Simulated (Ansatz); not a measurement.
Cost and result up the ladder for the cluster Ga2Te3 (5 atoms). The state is a singlet with charge 0. Geometry: r2SCAN-D4/def2-SVP.

```xyz
5

Ga    1.711   -0.710    1.239
Ga   -1.547    1.539   -0.453
Te   -0.238   -1.199   -1.137
Te   -1.245   -0.737    1.416
Te    1.319    1.107   -1.065
```

Ansatz on 4 threads of AMD EPYC 7B13 on a shared host. Times are rough, and most runs start from the orbitals of an earlier one. r2SCAN0-D4/def2-TZVP serves as the yardstick here, not as an exact answer. Differences are given only for rows in sets of like size (and for xTB, whose basis is part of the method), since another set adds its own error. Binding counts from free atoms at the same level (Ga doublet, Te triplet; other spins of the atoms weren't run), without zero-point energy or a counterpoise term.

In the def2 sets Te takes a core potential; there is no spin–orbit coupling. Correlated methods freeze 30 core orbitals; core or outer-core shells of Ga, Te are correlated, in sets that lack core-valence functions. The rows differ in basis, and correlated rows in double-zeta sets carry the largest basis error. Another isomer (singlet) lies 0.38 eV lower at PBE0-D4/def2-TZVP; other spin states weren't run for this one.

Correlated methods converge slowly with the basis, most of all in double-zeta sets.

```json
{"level": "PBE-D4/def2-TZVP (with forces)", "functions": "246", "wall time": "3.6 s", "binding energy per atom (eV)": "2.35", "difference from r2SCAN0-D4/def2-TZVP (eV)": "0.27"}
{"level": "r2SCAN-D4/def2-TZVP", "functions": "246", "wall time": "6 s", "binding energy per atom (eV)": "2.17", "difference from r2SCAN0-D4/def2-TZVP (eV)": "0.09"}
{"level": "PBE0-D4/def2-TZVP", "functions": "246", "wall time": "8.5 s", "binding energy per atom (eV)": "2.21", "difference from r2SCAN0-D4/def2-TZVP (eV)": "0.14"}
{"level": "HF/def2-TZVP", "functions": "246", "wall time": "8.5 s", "binding energy per atom (eV)": "1.00", "difference from r2SCAN0-D4/def2-TZVP (eV)": "-1.08"}
{"level": "r2SCAN0-D4/def2-TZVP", "functions": "246", "wall time": "11 s", "binding energy per atom (eV)": "2.07", "difference from r2SCAN0-D4/def2-TZVP (eV)": "0.00"}
{"level": "CCSD(T)/def2-SVP", "functions": "142", "wall time": "36 s", "binding energy per atom (eV)": "1.80", "difference from r2SCAN0-D4/def2-TZVP (eV)": "–"}
```
